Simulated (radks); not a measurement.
Ne II, 9 electrons, occupied as [He] 2s2 2p4.75 3s0.25 (fractional occupations, a model configuration).

Calculated with a radial shooting solver on a logarithmic mesh with Libxc functionals: Dirac Kohn-Sham, BLYP, spin-unpolarised, spherical densities, finite nucleus; open shells are shared between the two j in proportion to 2j + 1; Fermi nuclear charge, rms radius 3.0055 fm.

Energy parts (eV):
total: -3484.560
kinetic: 3485.745
electron-nucleus: -8219.728
Hartree: 1570.569
exchange-correlation: -321.146

Orbitals (lengths in bohr, moments of r in powers of bohr; r(max) is where P^2 peaks):
| orbital | occ. | eigenvalue (eV) | r(max) | <r^2> | <1/r> |
|---|---|---|---|---|---|
| 1s1/2 | 2 | -858.5717 | 0.1026 | 0.03365 | 9.630 |
| 2s1/2 | 2 | -58.6102 | 0.6683 | 0.8857 | 1.708 |
| 2p1/2 | 1.58333 | -35.4679 | 0.5946 | 0.9652 | 1.568 |
| 2p3/2 | 3.16667 | -35.3445 | 0.5959 | 0.9696 | 1.563 |
| 3s1/2 | 0.25 | -8.2932 | 2.837 | 13.28 | 0.3952 |
| 3p1/2 | 0 | -5.2961 | 3.578 | 21.40 | 0.3098 |
| 3p3/2 | 0 | -5.2898 | 3.583 | 21.44 | 0.3094 |

The highest occupied level is 3s1/2 at -8.293 eV. The density falls to 0.001 e/bohr^3 at r = 2.99 bohr.

Run on one thread of a shared host, so times are rough (Arm Neoverse V2): 0.06 s of CPU time, 0.06 s wall, 16 iterations on 2259 mesh points.
